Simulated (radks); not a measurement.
Task: Co+, configuration [Ar] 3d8. All-electron calculation, Dirac Kohn-Sham, PBE, spin-unpolarised, spherical densities, point nucleus; open shells are shared between the two j in proportion to 2j + 1; speed of light set to 116.481 atomic units (0.85 times the physical value, a model run). Program: a radial shooting solver on a logarithmic mesh with Libxc functionals. Some entries of the table are withheld. Estimate them.

orbital,occ.,eigenvalue (hartree),<r> (bohr)
1s1/2,2,-280.1970,0.05591
2s1/2,2,(1),0.2539
2p1/2,2,(2),(3)
2p3/2,4,(4),(5)
3s1/2,2,-3.91966,(6)
3p1/2,2,-2.60932,(7)
3p3/2,4,-2.51571,(8)
3d3/2,3.2,-0.45423,1.134
3d5/2,4.8,-0.44529,1.147

Result: 
(1) 2s1/2 eigenvalue (hartree): -33.35191
(2) 2p1/2 eigenvalue (hartree): -28.93755
(3) 2p1/2 <r> (bohr): 0.2214
(4) 2p3/2 eigenvalue (hartree): -28.17672
(5) 2p3/2 <r> (bohr): 0.2258
(6) 3s1/2 <r> (bohr): 0.7741
(7) 3p1/2 <r> (bohr): 0.8127
(8) 3p3/2 <r> (bohr): 0.8268
